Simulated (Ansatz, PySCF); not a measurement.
Pb(Cl)2 cation (Cl2Pb), SMILES [Cl][Pb][Cl] (connectivity only; charge and spin as stated), charge +1, multiplicity 2. Atoms are numbered in the order given.

```xyz
3

Pb     0.0000     0.0000     0.6406
Cl     0.0000    -1.3613    -1.5344
Cl     0.0000     1.3613    -1.5344
```
Charge +1, spin multiplicity 2.

The structure is a stationary point at B3LYP-D3(BJ)/def2-TZVP. The multiplicity is an assumed one; other spin states were not compared. The isomer is the one that the SMILES or the coordinates give; other isomers of the formula were not compared. The def2 effective core potentials stand for the cores of Pb; spin–orbit coupling is left out.

Two levels are set side by side: PBE-D3(BJ)/def2-TZVP (Ansatz, an electronic-structure program) and B3LYP-D3(BJ)/def2-TZVP (Ansatz). Each level has its own optimised geometry; the coordinates shown are those of the second. Frequencies come from the Hessian of PySCF at each geometry. Differences are taken from unrounded values.

```json
[
 {"quantity": "mean bond length (Å)", "B3LYP-D3(BJ)": "2.566"},
 {"quantity": "bond Pb1–Cl2 (Å)", "B3LYP-D3(BJ)": "2.566"},
 {"quantity": "bond Pb1–Cl3 (Å)", "B3LYP-D3(BJ)": "2.566"},
 {"quantity": "highest harmonic wavenumber (cm⁻¹)", "B3LYP-D3(BJ)": "303"},
 {"quantity": "mean harmonic wavenumber (cm⁻¹)", "B3LYP-D3(BJ)": "229"},
 {"quantity": "zero-point energy (kcal/mol)", "B3LYP-D3(BJ)": "0.98"}
]
```

Q: What does PBE-D3(BJ) give, and how far is it from B3LYP-D3(BJ)? (The exact figures need the calculation; the answer reports its results.)

A: 
| quantity | PBE-D3(BJ) | PBE-D3(BJ) minus B3LYP-D3(BJ) |
|---|---|---|
| mean bond length (Å) | 2.560 | -0.006 |
| bond Pb1–Cl2 (Å) | 2.560 | -0.006 |
| bond Pb1–Cl3 (Å) | 2.560 | -0.006 |
| highest harmonic wavenumber (cm⁻¹) | 301 | -3 |
| mean harmonic wavenumber (cm⁻¹) | 231 | 3 |
| zero-point energy (kcal/mol) | 0.99 | 0.01 |

Here PBE gives about what the other level gives.
